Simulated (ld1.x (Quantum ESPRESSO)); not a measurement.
**Transferability test, TM potential for lanthanum (La)**

- Element: lanthanum (La)
- Generator: ld1.x (Quantum ESPRESSO) 7.5
- Type: norm-conserving Troullier–Martins (Kleinman–Bylander form)
- Functional: PBEsol
- Relativity: fully relativistic
- Frozen core: [Xe]
- Valence charge: 3
- Reference configuration: 4f0 5d1 6s1.75 6p0 (charge +0.25)
- Partial waves: 6p (bound, empty): rc 3.95 bohr; 5d (bound): rc 2.70 bohr; 4f (bound, empty): rc 1.40 bohr; 6s (bound): rc 3.35 bohr
- Local potential: the s channel
- Core correction: none

Open shells are filled in proportion to 2j + 1 (rel_dist='average').

Energies are relative to the spin-unpolarised reference configuration 4f0 5d1 6s1.75 6p0; without spin polarisation the order of configurations can differ from experiment. The frozen-core shift is the all-electron ΔE with the core orbitals held at their reference shape minus the fully relaxed ΔE.

| valence configuration | charge | ΔE all-electron (eV) | error AE − PS (meV) | frozen-core shift (meV) |
| --- | --- | --- | --- | --- |
| 4f0 5d1 6s2 6p0 | 0 | -1.065 | -0.6 | +0.2 |
| 4f0 5d1 6s1 6p0 | +1 | 4.934 | -9.1 | +4.2 |
| 4f0 5d2 6s1 6p0 | 0 | -0.255 | +29 | +33 |
| 4f0 5d1 6s0 6p2 | 0 | 3.816 | -11 | +13 |
| 4f0 5d1 6s1.5 6p0 | +0.5 | 1.350 | -0.8 | +0.2 |
| 4f0 5d0 6s2 6p1 | 0 | 1.248 | +108 | +76 |

(1) What are ΔE and the potential's error for 4f0 5d1 6s0 6p0?

Levels in the configuration 4f0 5d1 6s0 6p0:

| level | all-electron (eV) | pseudo (eV) |
| --- | --- | --- |
| 5d j=3/2 | -14.801 | -14.728 |
| 5d j=5/2 | -14.554 | -14.473 |

## Answers

(1) ΔE = 15.780 eV all-electron; the error (AE − PS) is +24 meV.

ld1.x printed “convergence not achieved” for 5 of the counted tests; their residual had stalled under 1e-8, short of the target of 1e-14.
